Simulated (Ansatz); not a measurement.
Two isomers of C2H7GaSi: A = `C=[C]([SiH3])[GaH2]`, B = `[SiH3][Ga]1[CH2][CH2]1`.

Isolated molecules relaxed with PBE0-D4/def2-TZVP in Ansatz; ΔE leaves out vibrations. CBS: MP2 limit from def2 TZ/QZ plus the TZ coupled-cluster correction, frozen cores. DFT in def2-TZVPP. B3LYP here is the variant with VWN-RPA as its local correlation; programs differ in this. For Ga outer-core shells are correlated without core-valence functions, which leaves a few kJ/mol of doubt a bond. Scalar relativity is left out up to krypton.

Q: Which isomer does CCSD(T)/CBS put lower? Give the gap. (Estimate.)

A: Computed: A, by 12.2 kJ/mol.

Q: Give E(B) − E(A) in kJ/mol with CCSD/def2-TZVPP, MP2/def2-TZVPP, B2PLYP, PBE-D4, PBE0-D4, B3LYP, HF/def2-TZVPP. (Estimate.)

A: Ansatz gave: CCSD/def2-TZVPP 31.4, MP2/def2-TZVPP 25.5, B2PLYP 11.6, PBE-D4 -25.9, PBE0-D4 -6.2, B3LYP -0.3, HF/def2-TZVPP 72.4. The order is the other way round with PBE-D4, PBE0-D4.

Largest T1 diagnostic: 0.016.

From PBE to PBE0 (25 % exact exchange), in def2-TZVPP and without D4, E(B) − E(A) moves by +19.7 kJ/mol. In def2-TZVPP, CCSD(T) changes the Hartree–Fock value by −50.6 kJ/mol (the triples alone add −9.6 kJ/mol) and MP2 by −46.9 kJ/mol.
